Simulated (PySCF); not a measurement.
Compound: C11H14O.
InChI=1S/C11H14O/c1-2-3-9-11(12)10-7-5-4-6-8-10/h4-8H,2-3,9H2,1H3

Torsions of this conformer, `[CH3:1][CH2:2][CH2:3][CH2:4][C:5](=[O:6])[c:7]1[cH:8][cH:9][cH:10][cH:11][cH:12]1`: C1–C2–C3–C4 180°, C2–C3–C4–C5 179°, C3–C4–C5–O6 -1°, C4–C5–C7–C8 0°.

The closed-shell ground state was solved at several levels (PySCF, density fitting, gas phase, non-relativistic). Isolated species at its PBE0-D3(BJ)/def2-SVP geometry (one conformer only).

| level | basis functions | total energy (Eh) | HOMO (eV) | LUMO (eV) | gap (eV) | dipole (D) |
| --- | --- | --- | --- | --- | --- | --- |
| CAM-B3LYP/def2-SVPD | 355 | -502.2183 | -8.76 | -0.59 | 8.17 | 2.96 |
| B3LYP/pcJ-1 | 464 | -502.8636 | -7.06 | -1.79 | 5.27 | 2.88 |
| KT3/pcSseg-1 | 274 | -510.8176 | -5.86 | -2.44 | 3.42 | 2.69 |

(1) Estimate the row for PBE0/pcSseg-1, a basis of 274 functions; the other rows only guide the guess.

(2) Over all these levels, which gives the widest orbital gap and which the narrowest?

(3) How far do the dipole and the HOMO energy spread over the levels?

Answers

(1) Total energy -502.1778 Eh, HOMO -7.35 eV, LUMO -1.62 eV, gap 5.73 eV, dipole 2.85 D.

(2) CAM-B3LYP/def2-SVPD (range-separated hybrid) has the widest, 8.17 eV, and KT3/pcSseg-1 (GGA) the narrowest, 3.42 eV. Functional and basis both differ between the two, so the spread mixes both effects.

(3) The dipole runs from 2.69 to 2.96 D (mean 2.85 D) and the HOMO from -8.76 to -5.86 eV.
